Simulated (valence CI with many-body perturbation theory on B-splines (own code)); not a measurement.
**Gd⁵¹⁺: calculated level list**

Calculated by configuration interaction combined with many-body perturbation theory (CI+MBPT): three valence electrons over a frozen Dirac-Fock core [Ne], a basis of 11 s, 11 p, 9 d, 7 f, 5 g, 2 h, 1 i functions for each j, with the one-electron correlation potential Σ1, the two-electron term Σ2, the three-electron term Σ3, Breit, model QED; selected CI, second order for the rest (own B-spline code, finite nucleus).

The last digits are not significant, and no measured levels were compared; by estimate large intervals hold to a few tenths of a per cent, small ones and those within an open d or f shell to about a per cent.

Levels 46 to 68 of 68, with energies above the lowest level, (3s^2 3p1/2) J=1/2. "Leading %" is the weight of the configuration and term that name the level; weights of strongly mixed levels are sums over their largest components and can fall short. In the jj column 3d3/2^4 stands for four electrons in 3d with j = 3/2. Lifetimes count E1, E2, E3, M1 and M2 decay at the calculated energies, and are blank where another channel may lead or the interval is too uncertain; long ones can be off by a factor of two.

| No. | Configuration | Term | J | E (× 10³ cm⁻¹) | Leading % | g | Lifetime | Second component | Leading jj |
| --- | --- | --- | --- | --- | --- | --- | --- | --- | --- |
| 46 | 3p²3d | ²D | 3/2 | 6662.7 | 38 | 1.111 | 827 fs | 24 % 3p²3d ²P | 3p1/2 3p3/2 3d3/2 (86 %) |
| 47 | 3p²3d | ²D | 5/2 | 6670.6 | 28 | 1.174 | 920 fs | 23 % 3p²3d ⁴F | 3p1/2 3p3/2 3d3/2 (81 %) |
| 48 | 3p²3d | ⁴P | 1/2 | 6695.7 | 34 | 1.699 | 964 fs | 30 % 3p²3d ²P | 3p1/2 3p3/2 3d3/2 (88 %) |
| 49 | 3p²3d | ⁴D | 7/2 | 6785.9 | 46 | 1.296 | 1.94 ps | 35 % 3p²3d ⁴F | 3p1/2 3p3/2 3d5/2 (98 %) |
| 50 | 3p³ | ²P° | 3/2 | 6797.4 | 50 | 1.272 | 537 fs | 28 % 3p³ ²D° | 3p3/2^3 (94 %) |
| 51 | 3p²3d | ²G | 9/2 | 6844.2 | 58 | 1.181 | 3.27 ps | 35 % 3p²3d ⁴F | 3p1/2 3p3/2 3d5/2 (93 %) |
| 52 | 3p²3d | ²P | 3/2 | 6864.6 | 47 | 1.345 | 1.71 ps | 26 % 3p²3d ⁴P | 3p1/2 3p3/2 3d5/2 (89 %) |
| 53 | 3s3d² | ⁴F | 3/2 | 6885.8 | 78 | 0.519 | 761 fs | 11 % 3s3d² ²D | 3s 3d3/2^2 (84 %) |
| 54 | 3p²3d | ²D | 5/2 | 6887.9 | 35 | 1.133 | 2.09 ps | 20 % 3p²3d ⁴D | 3p1/2 3p3/2 3d5/2 (85 %) |
| 55 | 3s3d² | ⁴F | 5/2 | 6969.2 | 57 | 1.075 | 658 fs | 12 % 3s3d² ²F | 3s 3d3/2^2 (70 %) |
| 56 | 3p²3d | ²F | 7/2 | 6978.6 | 49 | 1.102 | 2.19 ps | 20 % 3p²3d ²G | 3p1/2 3p3/2 3d5/2 (80 %) |
| 57 | 3p²3d | ²F | 5/2 | 7005.6 | 32 | 1.208 | 1.29 ps | 31 % 3p²3d ⁴P | 3p1/2 3p3/2 3d5/2 (85 %) |
| 58 | 3p²3d | ²P | 1/2 | 7065.6 | 47 | 1.339 | 2.03 ps | 27 % 3p²3d ²S | 3p1/2 3p3/2 3d5/2 (77 %) |
| 59 | 3p²3d | ²D | 3/2 | 7088.8 | 61 | 0.920 | 1.35 ps | 12 % 3p²3d ²P | 3p1/2 3p3/2 3d5/2 (90 %) |
| 60 | 3s3d² | ⁴P | 1/2 | 7097.3 | 60 | 2.271 | 624 fs | 14 % 3s3d² ²S | 3s 3d3/2^2 (74 %) |
| 61 | 3s3d² | ⁴F | 7/2 | 7206.3 | 90 | 1.215 | 1.11 ps |  | 3s 3d3/2 3d5/2 (86 %) |
| 62 | 3s3d² | ⁴F | 5/2 | 7247.8 | 32 | 1.233 | 1.07 ps | 32 % 3s3d² ⁴P | 3s 3d3/2 3d5/2 (89 %) |
| 63 | 3s3d² | ⁴P | 3/2 | 7280.1 | 86 | 1.588 | 1.16 ps | 8 % 3s3d² ²D | 3s 3d3/2 3d5/2 (98 %) |
| 64 | 3s3d² | ⁴F | 9/2 | 7310.3 | 53 | 1.228 | 1.27 ps | 42 % 3s3d² ²G | 3s 3d3/2 3d5/2 (82 %) |
| 65 | 3s3d² | ²G | 7/2 | 7377.8 | 72 | 0.958 | 1.43 ps | 21 % 3s3d² ²F | 3s 3d3/2 3d5/2 (93 %) |
| 66 | 3s3d² | ²F | 5/2 | 7378.2 | 51 | 1.127 | 894 fs | 32 % 3s3d² ⁴P | 3s 3d3/2 3d5/2 (80 %) |
| 67 | 3s3d² | ²D | 3/2 | 7396.2 | 44 | 1.049 | 959 fs | 26 % 3s3d² ²P | 3s 3d3/2 3d5/2 (77 %) |
| 68 | 3s3d² | ²P | 1/2 | 7467.2 | 58 | 1.158 | 758 fs | 16 % 3s3d² ⁴P | 3s 3d3/2 3d5/2 (72 %) |
